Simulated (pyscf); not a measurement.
# Hydrogen shift: cyclic C₂H₂N (SMILES [C]1=CN1) [doublet] → cyclic C₂H₂N (SMILES [C]1=NC1) [doublet]

Gas phase, doublet surface, charge 0. Bonds broken: N3–H4. Bonds formed: C1–H4. Structures and frequencies: ωB97X-D3(BJ)/def2-SVP in PySCF. MP2 and CC: frozen core, UHF for open shells. ΔMP2 is the change of the MP2 total energy from the triple- to the quadruple-zeta basis.

Transition state (Å):

```xyz
5

C      0.5007    -0.7025    -0.3327
C      0.6948     0.0398    -1.5122
N     -0.3681     0.5340    -0.8552
H     -0.6885    -0.0425     0.0729
H      1.0768    -0.7871     0.5973
```

One imaginary mode, 965i cm⁻¹; descent along it reached the two sides named.

```tsv
bond	change	reactant side (Å)	saddle	product side
N3–H4	breaks	1.025	1.139	2.282
C1–H4	forms	2.185	1.419	1.096
```

Electronic energies relative to the reactant's lowest minimum found (kcal/mol):

```json
[
 {"level": "ωB97X-D3(BJ)/def2-TZVP", "barrier": "36.2", "reaction energy": "-25.6", "reverse barrier": "61.9"},
 {"level": "PBE/def2-TZVP", "barrier": "31.6", "reaction energy": "-25.5", "reverse barrier": "57.1"},
 {"level": "r²SCAN/def2-TZVP", "barrier": "31.3", "reaction energy": "-26.8", "reverse barrier": "58.1"},
 {"level": "B3LYP-D3(BJ)/def2-TZVP", "barrier": "35.1", "reaction energy": "-26.3", "reverse barrier": "61.4"},
 {"level": "PBE0-D3(BJ)/def2-TZVP", "barrier": "34.2", "reaction energy": "-25.1", "reverse barrier": "59.3"},
 {"level": "M06-2X/def2-TZVP", "barrier": "36.4", "reaction energy": "-25.5", "reverse barrier": "61.9"},
 {"level": "ωB97M-D3(BJ)/def2-TZVP", "barrier": "35.6", "reaction energy": "-25.6", "reverse barrier": "61.2"},
 {"level": "HF/def2-TZVP", "barrier": "36.3", "reaction energy": "-27.8", "reverse barrier": "64.1"},
 {"level": "MP2/def2-QZVPP", "barrier": "34.4", "reaction energy": "-29.0", "reverse barrier": "63.4"},
 {"level": "CCSD/def2-TZVPP", "barrier": "33.9", "reaction energy": "-28.3", "reverse barrier": "62.2"},
 {"level": "CCSD(T)/def2-TZVPP", "barrier": "32.1", "reaction energy": "-28.8", "reverse barrier": "60.9"},
 {"level": "CCSD(T)/def2-TZVPP + ΔMP2(QZVPP)", "barrier": "32.5", "reaction energy": "-28.2", "reverse barrier": "60.6"}
]
```

With CCSD(T)/def2-TZVPP + ΔMP2(QZVPP) energies and thermal terms (ideal gas, 1 atm, RRHO with modes under 100 cm⁻¹ raised to 100, one conformer, R ln 2 for chiral ones without a mode under 150 cm⁻¹), in kcal/mol:

```json
[
 {"T (K)": "298", "ΔH‡": "29.2", "ΔG‡": "29.3", "ΔH": "-27.8", "ΔG": "-27.4"},
 {"T (K)": "600", "ΔH‡": "29.0", "ΔG‡": "29.5", "ΔH": "-27.9", "ΔG": "-27.0"},
 {"T (K)": "900", "ΔH‡": "28.7", "ΔG‡": "29.8", "ΔH": "-28.1", "ΔG": "-26.5"},
 {"T (K)": "1200", "ΔH‡": "28.4", "ΔG‡": "30.2", "ΔH": "-28.2", "ΔG": "-25.9"}
]
```

cyclic C₂H₂N (SMILES [C]1=CN1) [doublet] lies 75.7 kcal/mol over its isomer •H₂C–C≡N (electronic energy, ωB97M-D3(BJ)). cyclic C₂H₂N (SMILES [C]1=NC1) [doublet] lies 50.1 kcal/mol over its isomer •H₂C–C≡N (electronic energy, ωB97M-D3(BJ)). One saddle was located; it need not be the lowest between these sides. The CCSD(T) − MP2 part came from Ansatz, without density fitting, on the same reference.
